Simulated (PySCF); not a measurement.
Predicted microwave data (PBE0-D3(BJ)/def2-SVP geometry optimisation, gas phase (PySCF)) for one isomer of C13H12:

- Rotational constants: A = 1856, B = 524.6, C = 446.9 MHz
- Dipole components: |μa| = 0.20 D, |μb| = 0.33 D, |μc| = 0.09 D
- Inertial defect: -104.96 u·Å²
- κ: -0.89

Problem. Which candidate fits, each taken in the one conformer that was computed?
A. `C#C[C@@]1(C)C[C@]12C=CC=C2C#CC`
B. `[CH3:1][c:2]1[cH:3][cH:4][cH:5][cH:6][c:7]1-[c:8]1[cH:9][cH:10][cH:11][cH:12][cH:13]1` with C6–C7–C8–C9 -124°
C. `[CH:1]1=[CH:2][CH2:3][CH:4]=[CH:5][C:6]([c:7]2[cH:8][cH:9][cH:10][cH:11][cH:12]2)=[CH:13]1` with C5–C6–C7–C8 -38°, C1–C2–C3–C4 -67°, C2–C3–C4–C5 69°, C4–C5–C6–C7 153°, C2–C1–C13–C6 33°
D. `Cc1ccc2cccc3c2c1CC3`

Solution. B. It is Cc1ccccc1-c1ccccc1, an asymmetric top, point group C1. The candidates at the same level (rigid rotor, commonest isotopes):

| SMILES | A (MHz) | B (MHz) | C (MHz) | μa (D) | μb (D) | μc (D) | Δ (u·Å²) | point group | rotor |
| --- | --- | --- | --- | --- | --- | --- | --- | --- | --- |
| Cc1ccc2cccc3c2c1CC3 | 1392 | 812.7 | 518.0 | 0.66 | 0.99 | 0.00 | -9.41 | Cs | asymmetric top |
| C#C[C@@]1(C)C[C@]12C=CC=C2C#CC | 1076 | 723.4 | 494.6 | 0.12 | 0.82 | 0.62 | -146.47 | C1 | asymmetric top |
| C1=CCC=CC(c2ccccc2)=C1 | 2212 | 464.1 | 399.7 | 0.35 | 0.15 | 0.05 | -53.17 | C1 | near-prolate asymmetric top |
| Cc1ccccc1-c1ccccc1 | 1856 | 524.6 | 446.9 | 0.20 | 0.33 | 0.09 | -104.96 | C1 | asymmetric top |

`C#C[C@@]1(C)C[C@]12C=CC=C2C#CC` has A 42 % too low; `Cc1ccc2cccc3c2c1CC3` has B 55 % too high; `C1=CCC=CC(c2ccccc2)=C1` has A 19 % too high. No structure here is proved a minimum.
